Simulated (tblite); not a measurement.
C4H7FO2Si (charge +1 and doublet state).
Cartesian coordinates in Å at the GFN2-xTB level; atoms count from 1:
```xyz
15
C4H7FO2Si angstrom
O      0.830    1.274   -1.279
C      1.623    1.294   -0.402
C      1.622    0.355    0.823
C      1.024   -0.956    0.527
F      1.824   -2.002    0.641
C     -0.248   -1.183    0.047
O     -1.086   -0.221   -0.125
Si    -2.596    0.046   -0.814
H      2.451    2.021   -0.346
H      1.025    0.909    1.558
H      2.635    0.232    1.207
H     -0.540   -2.204   -0.190
H     -3.172   -1.218   -1.254
H     -3.220    0.677    0.349
H     -2.178    0.985   -1.854
```

Computed values, GFN2-xTB/tblite, gas phase, harmonic and unscaled. Against measured fundamentals such values can be off by several per cent, at times by over 20. Modes of hydrogen on silicon can be 10 to 20 % off. One conformer, not necessarily the lowest. Open shells enter through the occupations alone, without spin polarisation, and single modes of such species can be off by tens of per cent.

Harmonic wavenumbers (cm⁻¹): 63.6, 84.5, 95.9, 111.5, 128.4, 177.2, 224.6, 284.7, 379.7, 431.8, 449.2, 557.3, 567.0, 618.0, 659.1, 684.1, 710.5, 754.8, 776.1, 844.2, 869.8, 924.2, 954.2, 1066.0, 1197.8, 1241.4, 1270.9, 1306.2, 1333.2, 1381.5, 1495.4, 1821.8, 2243.5, 2267.3, 2333.3, 2809.5, 2920.1, 3001.5, 3013.5.

A = 2486, B = 1120, C = 833.6 MHz; mass 134.020 u (most abundant isotopes); point group C1, symmetry number 1; spin multiplicity 2.

Question: Zero-point energy?

Answer: Half the sum of the wavenumbers: 21027 cm⁻¹ = 60.12 kcal/mol.

Question: Give the ideal-gas entropy at 273.15 K and 1 bar in the rigid-rotor, harmonic-oscillator model (classical rotation).

Answer: Translation 40.18, rotation 29.06, vibration 27.57, spin (R ln 2) 1.38: S = 98.2 cal/(mol K).

Question: And Cp and H(273.15 K) − H(0)?

Answer: Cp = 35.80 cal/(mol K), of which vibrations give 27.85 (their classical limit is 39 R = 77.5); H(273.15 K) − H(0) = 6.17 kcal/mol without the zero-point energy, 4.00 from vibrations.

Question: Which modes carry the vibrational entropy at 273.15 K?

Answer: 63.6 cm⁻¹: 4.17; 84.5 cm⁻¹: 3.61; 95.9 cm⁻¹: 3.37; 111.5 cm⁻¹: 3.07; 128.4 cm⁻¹: 2.80; 177.2 cm⁻¹: 2.19 cal/(mol K); the other 33 give 8.35 together.

Question: What must be added to the electronic energy to get the Gibbs energy at 273.15 K and 1 bar?

Answer: ZPE + [H(273.15 K) − H(0)] − T·S = 60.12 + 6.17 − 26.82 = 39.47 kcal/mol.

Hindered rotation and anharmonicity are outside this model. Other conformers, if any are populated, would add a mixing term that is left out. The structure is chiral; the term R ln 2 for an equal mix with its mirror image is left out.
